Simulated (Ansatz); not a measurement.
System: SnIF, charge 0, singlet. SnIF (SMILES [F][Sn][I]).
B3LYP-D3(BJ)/def2-TZVP minimum from Ansatz (an electronic-structure program):
```xyz
3

Sn     0.6771    -0.5555     0.9479
F      1.7357    -1.5691    -0.3454
I     -0.9336     0.7905    -0.8355
```

Atomisation energy term by term, kcal/mol (programs: Ansatz). Radicals and triplets start from unrestricted determinants; spin-orbit coupling is neglected. Correlated methods leave the cores frozen (noble-gas shells, and filled d and f shells in the p block). Past Kr the def2 sets carry scalar-relativistic core potentials. CBS(X,Y): correlation extrapolated as X^-3, Hartree-Fock from the larger set. A bracket is a step between two methods taken in the basis named. Spin-orbit terms, left out, reach several kcal/mol for Br and I, and more for heavier atoms.

| term | basis | kcal/mol |
|---|---|---|
| Hartree-Fock | def2-QZVPP | 120.35 |
| CCSD correlation | CBS(def2-TZVPP,def2-QZVPP) | 64.58 |
| (T) | CBS(def2-TZVPP,def2-QZVPP) | 7.28 |
| CCSDT(Q) - CCSD(T) | def2-TZVPP | 0.28 |
| sum: De |  | 192.5 |

The step beyond CCSD(T) by other levels: CCSDT(Q) in def2-SVP 0.75 kcal/mol.
